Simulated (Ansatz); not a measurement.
`C#[C][SnH]([CH3])[Cl]`, relaxed with RKS PBE0-D4/def2-TZVP in the Gaussian-basis code of Ansatz from a PBE-D4/def2-SVP geometry. The force threshold is 0.005 eV/Å; the program also tests the step.

Charge 0, multiplicity 1. Sn takes the def2 core potential.

Start:

```xyz
10

C    -0.868   -1.129    2.513
C    -0.623   -0.386    1.566
Sn   -0.206    0.864   -0.072
C     0.609   -0.291   -1.695
Cl    1.505    2.351    0.648
H    -1.082   -1.780    3.352
H    -1.586    1.836   -0.420
H     0.878    0.381   -2.530
H     1.513   -0.815   -1.330
H    -0.141   -1.032   -2.032
```

| step | energy (eV) | largest force (eV/Å) | largest move (Å) |
| --- | --- | --- | --- |
| 1 | -21539.6222 | 1.366 | 0.000 |
| 2 | -21539.6904 | 0.252 | 0.080 |
| 3 | -21539.6973 | 0.049 | 0.029 |
| 4 | -21539.6976 | 0.017 | 0.010 |
| 5 | -21539.6977 | 0.007 | 0.004 |
| 6 | -21539.6977 | 0.002 | 0.002 |

End:

```xyz
10

C    -0.857   -1.112    2.484
C    -0.613   -0.379    1.558
Sn   -0.203    0.846   -0.069
C     0.601   -0.285   -1.672
Cl    1.475    2.309    0.633
H    -1.069   -1.754    3.309
H    -1.558    1.812   -0.420
H     0.865    0.381   -2.492
H     1.493   -0.803   -1.320
H    -0.134   -1.015   -2.012
```

Hardware: 4 threads of a server CPU on a shared host. Wall time 22 s, peak host memory 0.64 GiB.
